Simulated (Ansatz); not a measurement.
**Question.** Predict a relaxed structure of InH2F, charge 0, singlet, at PBE0-D4/def2-TZVP (Ansatz).

**Answer.** 
```xyz
4

In   -0.0729    0.0349   -0.1753
H    -1.5821    0.8123   -0.0475
H     0.9873   -0.5274   -1.3827
F     0.6676   -0.3198    1.6055
```
Point group C2v (tolerance 0.1 Å). This is one stationary point.

In the def2 sets In takes a core potential; there is no spin–orbit coupling.
